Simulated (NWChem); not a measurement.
Everything below was run with NWChem. System: H2BF, charge 0, spin multiplicity 1, at a geometry optimised with PBE/def2-SVP. The structure started from a generated list of species. Level: EOM-CCSD/def2-SVPD, 2 core orbitals frozen.

Input file:

```
start mol
memory heap 100 mb stack 700 mb global 1900 mb
geometry units angstroms nocenter noautoz
  B      0.000000     0.000000    -0.675614
  H      1.079776     0.000000    -1.239859
  H     -1.079776     0.000000    -1.239859
  F      0.000000     0.000000     0.650865
  symmetry group C2v
end
basis spherical
  * library def2-svpd
end
scf
  rhf
  nopen 0
  maxiter 100
  thresh 1e-7
  semidirect memsize 60000000 filesize 0
end
tce
  freeze core 2
  ccsd
  nroots 1
  2eorb
  2emet 13
  thresh 1e-5
  maxiter 200
  tilesize 24
end
task tce energy
```

NWChem printed:

```
             Northwest Computational Chemistry Package (NWChem) 7.3.0
             --------------------------------------------------------

                                NWChem Input Module
                                -------------------

 Scaling coordinates for geometry "geometry" by  1.889725989
 (inverse scale =  0.529177249)

 Turning off AUTOSYM since
 SYMMETRY directive was detected!

                             Geometry "geometry" -> ""
                             -------------------------

 Output coordinates in angstroms (scale by  1.889725989 to convert to a.u.)

  No.       Tag          Charge          X              Y              Z
 ---- ---------------- ---------- -------------- -------------- --------------
    1 B                    5.0000     0.00000000     0.00000000    -0.67561400
    2 H                    1.0000     1.07977600     0.00000000    -1.23985900
    3 H                    1.0000    -1.07977600     0.00000000    -1.23985900
    4 F                    9.0000     0.00000000     0.00000000     0.65086500

 Effective nuclear repulsion energy (a.u.)      26.9152980746

            Nuclear Dipole moment (a.u.)
            ----------------------------
        X                 Y               Z
 ---------------- ---------------- ----------------
     0.0000000000     0.0000000000    -0.0000056692

      Symmetry information
      --------------------

 Group name             C2v
 Group number             16
 Group order               4
 No. of unique centers     3

      Symmetry unique atoms

     1    2    4


 Summary of "ao basis" -> "" (spherical)
 ------------------------------------------------------------------------------
       Tag                 Description            Shells   Functions and Types
 ---------------- ------------------------------  ------  ---------------------
 *                         def2-svpd                  on all atoms

 Summary of "ao basis" -> "ao basis" (spherical)
 ------------------------------------------------------------------------------
       Tag                 Description            Shells   Functions and Types
 ---------------- ------------------------------  ------  ---------------------
 B                         def2-svpd                 8       20   4s2p2d
 H                         def2-svpd                 4        8   2s2p
 F                         def2-svpd                 9       23   4s3p2d

                                 NWChem SCF Module
                                 -----------------

  ao basis        = "ao basis"
  functions       =    59
  atoms           =     4
  closed shells   =     8
  open shells     =     0
  charge          =   0.00
  wavefunction    = RHF
  use symmetry    = T
  symmetry adapt  = T

 Summary of "ao basis" -> "ao basis" (spherical)
 ------------------------------------------------------------------------------
       Tag                 Description            Shells   Functions and Types
 ---------------- ------------------------------  ------  ---------------------
 B                         def2-svpd                 8       20   4s2p2d
 H                         def2-svpd                 4        8   2s2p
 F                         def2-svpd                 9       23   4s3p2d

      Symmetry analysis of basis
      --------------------------

        a1         27
        a2          6
        b1         15
        b2         11

 Forming initial guess at       0.0s

      Superposition of Atomic Density Guess
      -------------------------------------

 Sum of atomic energies:        -124.79994117

      Non-variational initial energy
      ------------------------------

 Total energy =    -125.217653
 1-e energy   =    -225.167693
 2-e energy   =      73.034742
 HOMO         =      -0.378757
 LUMO         =      -0.001724

      Symmetry analysis of molecular orbitals - initial
      -------------------------------------------------

  Numbering of irreducible representations:

     1 a1          2 a2          3 b1          4 b2

  Orbital symmetries:

     1 a1          2 a1          3 a1          4 a1          5 b1
     6 b2          7 a1          8 b1          9 b2         10 a1
    11 a1         12 a1         13 a1         14 b1         15 a2
    16 b1         17 b2         18 b2

 Starting SCF solution at       0.1s

 ----------------------------------------------
         Quadratically convergent ROHF

 Convergence threshold     :          1.000E-07
 Maximum no. of iterations :          100
 Final Fock-matrix accuracy:          1.000E-09
 ----------------------------------------------

              iter       energy          gnorm     gmax       time
             ----- ------------------- --------- --------- --------
                 1     -125.1909978550  7.55D-01  2.16D-01      0.1
                 2     -125.2234844589  2.29D-01  5.92D-02      0.1
                 3     -125.2277162143  1.06D-02  2.36D-03      0.1
                 4     -125.2277282392  4.20D-05  1.23D-05      0.1
                 5     -125.2277282394  2.52D-09  6.61D-10      0.2

       Final RHF  results
       ------------------

         Total SCF energy =   -125.227728239385
      One-electron energy =   -226.501371541841
      Two-electron energy =     74.358345227862
 Nuclear repulsion energy =     26.915298074594

        Time for solution =      0.1s

       Symmetry analysis of molecular orbitals - final
       -----------------------------------------------

  Numbering of irreducible representations:

     1 a1          2 a2          3 b1          4 b2

  Orbital symmetries:
[...]
 Iterations converged
 ------------------

 Excited state root  1
 Excitation energy / hartree =        0.411698028689917
                   / eV      =       11.202878132270492
 largest EOMCCSD amplitudes: R1 and R2

 Singles contributions
    16b1  (alpha) ---     8b1  (alpha)        0.1490966993
    10b2  (alpha) ---     6b2  (alpha)       -0.8594516719
    17b2  (alpha) ---     6b2  (alpha)        0.1310754273
    18b2  (alpha) ---     6b2  (alpha)       -0.1833634120
    29b2  (alpha) ---     6b2  (alpha)        0.1108665713

 Doubles contributions
    10b2  (alpha)    10b2  (beta ) ---     6b2  (alpha)     6b2  (beta )       -0.1829791913

 =========================================
 Excited-state calculation ( a2  symmetry)
 =========================================
 Dim. of EOMCC iter. space      500

 EOMCCSD SOLVER TYPE  1
  maxdiff =   0.57615618112851585

 No. of initial right vectors    1

 EOM-CCSD right-hand side iterations
 --------------------------------------------------------------
      Residuum       Omega / hartree  Omega / eV    Cpu    Wall
 --------------------------------------------------------------

 Iteration   1 using    1 trial vectors
   0.5280954660718   0.3398061782879    9.24660     0.1     0.1

 Iteration   2 using    2 trial vectors
   0.1572959222588   0.2509801939205    6.82952     0.1     0.1

 Iteration   3 using    3 trial vectors
   0.0759563523762   0.2394971031357    6.51705     0.1     0.1

 Iteration   4 using    4 trial vectors
   0.0430766465834   0.2342216215370    6.37350     0.1     0.1

 Iteration   5 using    5 trial vectors
   0.0150597261914   0.2331490490319    6.34431     0.1     0.1

 Iteration   6 using    6 trial vectors
   0.0085718806810   0.2327978234507    6.33475     0.1     0.1

 Iteration   7 using    7 trial vectors
   0.0047804184564   0.2327436531741    6.33328     0.1     0.1

 Iteration   8 using    8 trial vectors
   0.0024924616304   0.2327541093845    6.33356     0.1     0.1

 Iteration   9 using    9 trial vectors
   0.0009611668228   0.2327704590538    6.33401     0.1     0.1

 Iteration  10 using   10 trial vectors
   0.0003766601191   0.2327718765954    6.33405     0.1     0.1

 Iteration  11 using   11 trial vectors
   0.0001253660598   0.2327674509769    6.33393     0.1     0.1

 Iteration  12 using   12 trial vectors
   0.0000461404392   0.2327673430606    6.33392     0.1     0.1

 Iteration  13 using   13 trial vectors
   0.0000173069376   0.2327673615644    6.33392     0.1     0.1

 Iteration  14 using   14 trial vectors
   0.0000068652146   0.2327673848973    6.33393     0.1     0.1
 --------------------------------------------------------------
 Iterations converged
 ------------------

 Excited state root  1
 Excitation energy / hartree =        0.232767384897252
                   / eV      =        6.333925509600284
 largest EOMCCSD amplitudes: R1 and R2

 Singles contributions
    10b2  (alpha) ---     8b1  (alpha)        0.9062821375
    17b2  (alpha) ---     8b1  (alpha)       -0.1345978062
    18b2  (alpha) ---     8b1  (alpha)        0.1695863176
    29b2  (alpha) ---     8b1  (alpha)       -0.1355891566

 Doubles contributions

 =========================================
 Excited-state calculation ( b1  symmetry)
 =========================================
 Dim. of EOMCC iter. space      500

 EOMCCSD SOLVER TYPE  1
  maxdiff =   0.56834431669259922

 No. of initial right vectors    1

 EOM-CCSD right-hand side iterations
 --------------------------------------------------------------
      Residuum       Omega / hartree  Omega / eV    Cpu    Wall
 --------------------------------------------------------------

 Iteration   1 using    1 trial vectors
   0.4558975633243   0.4420069221692   12.02763     0.1     0.1

 Iteration   2 using    2 trial vectors
   0.1326762626770   0.3699706137739   10.06742     0.1     0.1

 Iteration   3 using    3 trial vectors
   0.0625634810140   0.3619446515055    9.84902     0.1     0.1

 Iteration   4 using    4 trial vectors
   0.0492038172576   0.3561282939084    9.69075     0.1     0.1

 Iteration   5 using    5 trial vectors
   0.0270015899606   0.3537999860383    9.62739     0.1     0.1

 Iteration   6 using    6 trial vectors
   0.0238764722905   0.3526480250372    9.59605     0.1     0.1

 Iteration   7 using    7 trial vectors
   0.0212146446917   0.3520552150021    9.57991     0.1     0.1

 Iteration   8 using    8 trial vectors
   0.0149541897223   0.3519185256639    9.57619     0.1     0.1

 Iteration   9 using    9 trial vectors
   0.0104267556228   0.3516563597226    9.56906     0.1     0.1

 Iteration  10 using   10 trial vectors
   0.0076768251445   0.3514948321624    9.56467     0.1     0.1

 Iteration  11 using   11 trial vectors
   0.0051132898069   0.3514364525396    9.56308     0.1     0.1

 Iteration  12 using   12 trial vectors
   0.0036295781135   0.3514151410939    9.56250     0.1     0.1

 Iteration  13 using   13 trial vectors
   0.0019869015608   0.3514103341753    9.56237     0.1     0.1

 Iteration  14 using   14 trial vectors
   0.0012169075448   0.3514115704167    9.56240     0.1     0.1

 Iteration  15 using   15 trial vectors
   0.0006568645219   0.3514093937392    9.56234     0.1     0.1

 Iteration  16 using   16 trial vectors
   0.0003297175189   0.3514111779931    9.56239     0.1     0.1

 Iteration  17 using   17 trial vectors
   0.0001398936531   0.3514116208679    9.56240     0.1     0.1

 Iteration  18 using   18 trial vectors
   0.0000617814775   0.3514108025541    9.56238     0.1     0.1

 Iteration  19 using   19 trial vectors
   0.0000313695743   0.3514108471082    9.56238     0.1     0.1

 Iteration  20 using   20 trial vectors
   0.0000177118257   0.3514110393178    9.56238     0.1     0.1

 Iteration  21 using   21 trial vectors
   0.0000107980475   0.3514109856690    9.56238     0.1     0.1

 Iteration  22 using   22 trial vectors
   0.0000054563627   0.3514110177324    9.56238     0.1     0.1
 --------------------------------------------------------------
 Iterations converged
 ------------------

 Excited state root  1
 Excitation energy / hartree =        0.351411017732412
                   / eV      =        9.562384397420779
 largest EOMCCSD amplitudes: R1 and R2

 Singles contributions
     9a1  (alpha) ---     5b1  (alpha)        0.1298311955
     9a1  (alpha) ---     8b1  (alpha)       -0.8570285456
    11a1  (alpha) ---     8b1  (alpha)        0.2700282490
    12a1  (alpha) ---     8b1  (alpha)        0.1122546438
    19a1  (alpha) ---     8b1  (alpha)        0.1603785777
    21a1  (alpha) ---     8b1  (alpha)        0.1477966738

 Doubles contributions

 =========================================
 Excited-state calculation ( b2  symmetry)
 =========================================
 Dim. of EOMCC iter. space      500

 EOMCCSD SOLVER TYPE  1
  maxdiff =   0.69819201534779507

 No. of initial right vectors    1

 EOM-CCSD right-hand side iterations
 --------------------------------------------------------------
      Residuum       Omega / hartree  Omega / eV    Cpu    Wall
 --------------------------------------------------------------

 Iteration   1 using    1 trial vectors
   0.4324692081299   0.5448537589583   14.82623     0.1     0.1

 Iteration   2 using    2 trial vectors
   0.1237267850467   0.4747813113018   12.91946     0.1     0.1

 Iteration   3 using    3 trial vectors
   0.0498079524319   0.4683428147893   12.74426     0.1     0.1

 Iteration   4 using    4 trial vectors
   0.0337076560730   0.4652360034410   12.65972     0.1     0.1

 Iteration   5 using    5 trial vectors
   0.0193948836309   0.4639398979222   12.62445     0.1     0.1

 Iteration   6 using    6 trial vectors
   0.0147529888801   0.4636083948392   12.61543     0.1     0.1

 Iteration   7 using    7 trial vectors
   0.0376476659947   0.4632156372876   12.60474     0.1     0.1

 Iteration   8 using    8 trial vectors
   0.1947062204619   0.4228777720301   11.50709     0.1     0.1

 Iteration   9 using    9 trial vectors
   0.1114824368031   0.3976066763702   10.81943     0.1     0.1

 Iteration  10 using   10 trial vectors
   0.0710709958517   0.3880971916741   10.56067     0.1     0.1

 Iteration  11 using   11 trial vectors
   0.0458126107620   0.3833443522774   10.43134     0.1     0.1

 Iteration  12 using   12 trial vectors
   0.0303395062978   0.3815821179337   10.38338     0.1     0.1

 Iteration  13 using   13 trial vectors
   0.0159325746243   0.3810171498498   10.36801     0.1     0.1

 Iteration  14 using   14 trial vectors
   0.0083009521249   0.3808034719051   10.36219     0.1     0.1

 Iteration  15 using   15 trial vectors
   0.0040317863699   0.3807809195833   10.36158     0.1     0.1

 Iteration  16 using   16 trial vectors
   0.0021387349147   0.3807745665311   10.36141     0.1     0.1

 Iteration  17 using   17 trial vectors
   0.0014459798799   0.3807638526809   10.36112     0.1     0.1

 Iteration  18 using   18 trial vectors
   0.0007265971087   0.3807729529526   10.36136     0.1     0.1

 Iteration  19 using   19 trial vectors
   0.0003231260323   0.3807725611123   10.36135     0.1     0.1

 Iteration  20 using   20 trial vectors
   0.0001663983395   0.3807724527948   10.36135     0.1     0.1

 Iteration  21 using   21 trial vectors
   0.0000989602857   0.3807713483630   10.36132     0.1     0.1

 Iteration  22 using   22 trial vectors
   0.0000531750992   0.3807718119282   10.36133     0.1     0.1

 Iteration  23 using   23 trial vectors
   0.0000212984658   0.3807715316455   10.36132     0.1     0.1

 Iteration  24 using   24 trial vectors
   0.0000094493747   0.3807716512081   10.36133     0.1     0.1
 --------------------------------------------------------------
 Iterations converged
 ------------------

 Excited state root  1
 Excitation energy / hartree =        0.380771651208076
                   / eV      =       10.361328224674002
 largest EOMCCSD amplitudes: R1 and R2

 Singles contributions
    10b2  (alpha) ---     4a1  (alpha)        0.2039131484
    10b2  (alpha) ---     7a1  (alpha)       -0.8749070875
    17b2  (alpha) ---     7a1  (alpha)        0.1194662725
    18b2  (alpha) ---     7a1  (alpha)       -0.1743900923
    29b2  (alpha) ---     7a1  (alpha)        0.1289128342

 Doubles contributions

 Task  times  cpu:       10.8s     wall:       10.8s

 Total times  cpu:       10.9s     wall:       10.9s
```
